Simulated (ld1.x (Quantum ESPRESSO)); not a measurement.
# S: what ld1.x (Quantum ESPRESSO) 7.5 does with a changed input

Command:

```bash
ld1.x < S.in > S.out
```

Input:

```
&input
   title='S', zed=16., rel=1, dft='PBESOL', iswitch=3, rmax=10.0,
   config='[Ne] 3s2 3p4 3d-2',
   nld=3, rlderiv=1.90, eminld=-3.0, emaxld=5.0, deld=0.02
 /
 &inputp
   pseudotype=3, lpaw=.true., tm=.true., lloc=-1, rcloc=1.45,
   nlcc=.true., rcore=1.25,
   which_augfun='PSQ', rmatch_augfun_nc=.true.,
   file_pseudopw='S.UPF', file_wfcaegen='ae.wfc', file_wfcncgen='nc.wfc', file_beta='beta', file_chi='chi', file_wfcusgen='us.wfc'
 /
6
3S  1  0   2.00   0.00  1.35  1.60  0.0
3S  1  0   0.00   3.45  1.35  1.60  0.0
3P  2  1   4.00   0.00  1.25  1.70  0.0
3P  2  1   0.00   2.30  1.25  1.70  0.0
3D  3  2  -2.00   0.45  1.30  1.75  0.0
3D  3  2  -2.00   2.50  1.30  1.75  0.0
 &test
   configts(1)='3s2 3p4'
 /
```

This is an input that runs to its end, with one change: mesh end rmax=10.0.

Q: How does the run end?

A: The program runs through. The occupied levels of the test differ from the all-electron ones by at most 0.00011 Ry (unchanged input: 0.00001 Ry).

```
     eps = 5.2E-15  iter = 13

     Etot =    -796.812281 Ry,    -398.406140 Ha,  -10841.183368 eV
     Etotps =   -64.673442 Ry,     -32.336721 Ha,    -879.927008 eV

     Ekin =      26.308672 Ry,      13.154336 Ha,     357.947716 eV
     Encl =     -58.217136 Ry,     -29.108568 Ha,    -792.084484 eV
     Ehrt =      16.846407 Ry,       8.423204 Ha,     229.207051 eV
     Ecxc =     -49.611386 Ry,     -24.805693 Ha,    -674.997291 eV
     (Ecc =      -0.230599 Ry,      -0.115299 Ha,      -3.137458 eV)

     ---------------------- End of pseudopotential test ----------------------
```
